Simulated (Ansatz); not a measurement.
F2Zn, SMILES [F][Zn][F] (connectivity only; charge and spin as stated), charge -1, multiplicity 2.

The structure is a stationary point at PBE0-D3(BJ)/def2-SVPD. The multiplicity is an assumed one; other spin states were not compared. The isomer is the one that the SMILES or the coordinates give; other isomers of the formula were not compared.

Two levels are set side by side: PBE/def2-TZVPD (Ansatz, a quantum-chemistry and plane-wave program) and PBE0/def2-TZVPD (Ansatz). Energy differences of separate SCF runs at the same geometry; the states with an electron removed or added have multiplicity 1. Differences are taken from unrounded values.

| quantity | PBE |
|---|---|
| vertical ionisation energy (eV) | 2.06 |

These are the PBE values. What does PBE0 give? (The exact figures need the calculation; the answer reports its results.)


| quantity | PBE0 | PBE minus PBE0 |
|---|---|---|
| vertical ionisation energy (eV) | 2.12 | -0.06 |
